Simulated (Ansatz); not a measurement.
Program: Ansatz. Geometries: PBE0-D4/def2-TZVP. ΔE: electronic, gas phase. CCSD(T)/CBS is the MP2 limit (def2-TZVPP, def2-QZVPP) plus CCSD(T) − MP2 in def2-TZVPP, frozen cores. This one scheme is used for every species. Functionals use def2-TZVPP. Each species was taken in one conformer, which may not be the lowest.

Consider the hydrogenolysis of a C–Si bond: `COC(=N)[SiH2]F` + H₂ → `COC=N` + `F[SiH3]`.

```tsv
level	ΔE (kcal/mol)
PBE-D4	-4.1
r2SCAN-D4	-4.7
B2PLYP	-7.3
r2SCAN	-5.2
MP2/def2-TZVPP	-5.7
HF/def2-QZVPP	-13.3
SCS-MP2/def2-QZVPP	-6.8
MP2/CBS(def2)	-4.9
```

Question: What does CCSD(T)/CBS give? (Estimate.)

Answer: Ansatz gave: -5.8 kcal/mol. The listed levels differ from it by 1.7, 1.1, -1.5, 0.6, 0.1, -7.5, -1.0, 0.9 kcal/mol.

Largest T1 diagnostic among the species: 0.014.

From PBE to PBE0 (25 % exact exchange), in def2-TZVPP and without D4, ΔE moves by −1.6 kcal/mol. The D4 term adds +2.8 kcal/mol with B3LYP and +1.5 kcal/mol with PBE0; it sums over pairs of atoms, weighted by their polarisabilities, and B3LYP, whose exchange is more repulsive, gets the larger term.

B3LYP here is the variant with VWN-RPA as its local correlation; programs differ in this.
